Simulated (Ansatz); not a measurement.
Computed with Ansatz on PBE0-D4/def2-TZVP structures; ΔE is electronic, products minus reactants. CBS: MP2 limit from def2 TZ/QZ plus the TZ coupled-cluster correction, frozen cores. This one scheme is used for every species. Each species was taken in one conformer, which may not be the lowest.

Consider the ligand exchange at the Si–Cl bond: `O[SiH](Cl)Cl` + `O[SiH](O)O` → `O[SiH](O)O[SiH](O)Cl` + HCl.

```csv
level,ΔE (eV)
SCS-MP2/def2-TZVPP,-0.34
CCSD(T)/def2-TZVPP,-0.37
```

Problem. What does CCSD(T)/CBS give? (Best estimate.)

Solution. Ansatz gave: -0.34 eV. The listed levels differ from it by 0.00, -0.03 eV.

Largest T1 diagnostic among the species: 0.011.

From PBE to PBE0 (25 % exact exchange), in def2-TZVPP and without D4, ΔE moves by −0.04 eV. The D4 term adds −0.09 eV with B3LYP and −0.06 eV with PBE0; it sums over pairs of atoms, weighted by their polarisabilities, and B3LYP, whose exchange is more repulsive, gets the larger term.

B3LYP here is the variant with VWN-RPA as its local correlation; programs differ in this.
